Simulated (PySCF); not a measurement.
From results back to the method.

Species: C6H7NO.
Numbering: `[OH:1][CH2:2][c:3]1[cH:4][cH:5][cH:6][cH:7][n:8]1` (hydrogens: H9 on O1; H10, H11 on C2; H12 on C4; H13 on C5; H14 on C6; H15 on C7)

The closed-shell ground state was solved 4 times with PySCF (density fitting, gas phase), always in the pcSseg-2 basis (386 functions), with these functionals: B97-2, KT3, PBE0 and wB97X-D. Isolated species at its PBE0-D3(BJ)/def2-TZVP geometry (one conformer only).

```tsv
row	total energy (Eh)	HOMO (eV)	LUMO (eV)	dipole (D)
P	-368.5941	-6.05	-1.91	3.61
Q	-362.8237	-7.06	-1.11	3.84
R	-362.5363	-7.32	-1.07	3.87
S	-362.8292	-9.14	0.69	3.95
```

Q: Which functional belongs to which row?

A: P = KT3, Q = B97-2, R = PBE0, S = wB97X-D. By rising HOMO–LUMO gap: KT3 (GGA) 4.14 eV; B97-2 (global hybrid, 21 % exact exchange) 5.95 eV; PBE0 (global hybrid, 25 % exact exchange) 6.25 eV; wB97X-D (range-separated hybrid) 9.83 eV. Total energies of different functionals aren't bounds to one another; each is stationary for its own functional.

Shape of the structure used: `[OH:1][CH2:2][c:3]1[cH:4][cH:5][cH:6][cH:7][n:8]1`: O1–C2–C3–C4 -178°, H–O1–C2–C3 -3°.

wB97X-D is run here without its empirical dispersion term; that term would change no orbital, density or response property at a fixed geometry.
